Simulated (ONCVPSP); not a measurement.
# Before and after: ONCV potential for Sb

```json
{
 "Element": "antimony",
 "Generator": "ONCVPSP 4.0.1",
 "Type": "optimised norm-conserving Vanderbilt (ONCV)",
 "Functional": "PBE",
 "Relativity": "scalar-relativistic",
 "Frozen core": "[Kr]",
 "Valence charge": "15",
 "Reference configuration": "4d10 5s2 5p1.5 (charge +1.5)",
 "Partial waves": "5s: rc 1.65 bohr, ncon 5, nbas 8, qcut 3.1 1/bohr, 2 projectors, debl 1.5 Ha; 5p: rc 2.05 bohr, ncon 4, nbas 7, qcut 4.6 1/bohr, 2 projectors, debl 2.4 Ha; 4d: rc 1.30 bohr, ncon 3, nbas 7, qcut 9.8 1/bohr, 2 projectors, debl 0.6 Ha",
 "Local potential": "polynomial inside 1.10 bohr (lpopt 5, dvloc0 6 Ha)",
 "Core correction": "polynomial model core, fcfact 0.65"
}
```

In the d channel the program set the typed energies aside and used -1.719, 0.250 Ha.

Change: local potential polynomial inside 1.10 bohr (lpopt 5, dvloc0 0 Ha).

Cutoffs: the cutoffs (Ha) at which the residual kinetic energy of the hardest occupied pseudo-wave falls to 1 and 0.1 mHa per electron; they do not see the model core or the augmentation charge, which bear on the density cutoff. Errors are all-electron minus pseudo energies relative to the spin-unpolarised reference configuration.

Q: How do hardness, ghosts and transferability respond?

A: The potential gets neither clearly harder nor softer (56 Ha and 65 Ha → 56 Ha and 65 Ha); the bound ghosts move from s to p, s; of the 4 tests that both files solve, the error grows in 1 and shrinks in 0 by more than 15 % and 0.3 meV (median size 2.9 → 3.6 meV); the range in which the p phases agree narrows (upper end 2.3 → -0.2). In the separable form a ghost depends on how the local part lies against the semilocal potential of the channel, so the choice of the local part can create or remove one.

| quantity | base | changed |
| --- | --- | --- |
| cutoff, loose | 56 Ha | 56 Ha |
| cutoff, tight | 65 Ha | 65 Ha |
| bound ghosts | s | s, p |
| GHOST(+) flags under 300 eV | p at 64.0 eV | none |
| error for 4d10 5s2 5p3, meV [ΔE -15.29 eV] | +3.2 | +5.0 |
| error for 4d10 5s2 5p2, meV [ΔE -6.97 eV] | +1.6 | +1.8 |
| error for 4d10 5s2 5p1, meV [ΔE 9.00 eV] | -2.5 | -2.3 |
| error for 4d9 5s2 5p3, meV [ΔE 25.45 eV] | -373 | -354 |
| s: phases at 1.67 bohr within 0.05 rad from the reference energy up to (Ha; the scan ends near 5) | to the end of the scan | to the end of the scan |
| p: phases at 2.08 bohr within 0.05 rad from the reference energy up to (Ha; the scan ends near 5) | 2.3 | -0.2 |
| d: phases at 1.32 bohr within 0.05 rad from the reference energy up to (Ha; the scan ends near 5) | to the end of the scan | to the end of the scan |
| rms error of d²Exc/dni dnj with the model core, mHa | 0.26 | 0.26 |

 A true bound ghost makes a file unfit for plane-wave use even where its test errors are small: the radial tests pick states by their node count and pass the ghost by.
